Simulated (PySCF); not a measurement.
Job for PySCF: R-B3LYP/6-31G* on ClFH2 (a complex), monomers drawn apart or pushed together.

```python
from pyscf import gto, scf, dft, mp
from pyscf.data.elements import chemcore

mol = gto.M(
    atom='''
    F    -0.01249353   -0.08389304   -0.13913820
    H     0.15444039    0.13382320    0.75090877
    Cl   -0.02165728    0.44140828    2.78182397
    H    -1.23632147    0.02399773    2.76299874
    ''',
    basis='6-31g*',
    cart=True,
    charge=0, spin=0, verbose=3, max_memory=1800)
mf = dft.RKS(mol, xc='b3lyp')
mf.conv_tol = 1e-8
mf.max_cycle = 100
mf.kernel()
if not mf.converged:
    mf = mf.newton().run(mf.mo_coeff, mf.mo_occ)
```

Output:

```
converged SCF energy = -561.218120707356
```

Self-consistency was reached.

Cost: about 1.5 core-seconds (a rough figure).
